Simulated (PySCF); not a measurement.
Gallium: highly charged ions in a basis for the neutral atom

Ga¹³⁺ [Ar], Ga¹⁴⁺ [Ne] 3s2 3p5. Calculation: PySCF 2.14, in cc-pVDZ-PP with ECP10MDF; a scalar-relativistic core potential. No spin-orbit coupling, so a gap to NIST mixes the basis error with missing relativistic terms.

Changed run: basis of the neutral atom used for a highly charged ion. This setting is unsound on purpose.

```json
{"species": "Ga¹³⁺", "method": "UHF", "sound run (hartree)": "not run", "changed run (hartree)": "-180.59554", "converged": "yes"}
{"species": "Ga¹³⁺", "method": "MN15", "sound run (hartree)": "not run", "changed run (hartree)": "-180.52747", "converged": "yes"}
{"species": "Ga¹³⁺", "method": "LDA", "sound run (hartree)": "not run", "changed run (hartree)": "-180.50850", "converged": "yes"}
{"species": "Ga¹⁴⁺", "method": "UHF", "sound run (hartree)": "not run", "changed run (hartree)": "-163.04097", "converged": "yes"}
{"species": "Ga¹⁴⁺", "method": "MN15", "sound run (hartree)": "not run", "changed run (hartree)": "-162.98792", "converged": "yes"}
{"species": "Ga¹⁴⁺", "method": "LDA", "sound run (hartree)": "not run", "changed run (hartree)": "-162.95042", "converged": "yes"}
```

Ionisation energy of Ga¹³⁺:

```tsv
method	changed run (eV)	NIST (eV)
UHF	477.68	471.2 ± 1.4
MN15	477.28	471.2 ± 1.4
LDA	477.78	471.2 ± 1.4
```

The contracted functions were made for the neutral atom and can be too rigid for a highly charged ion.
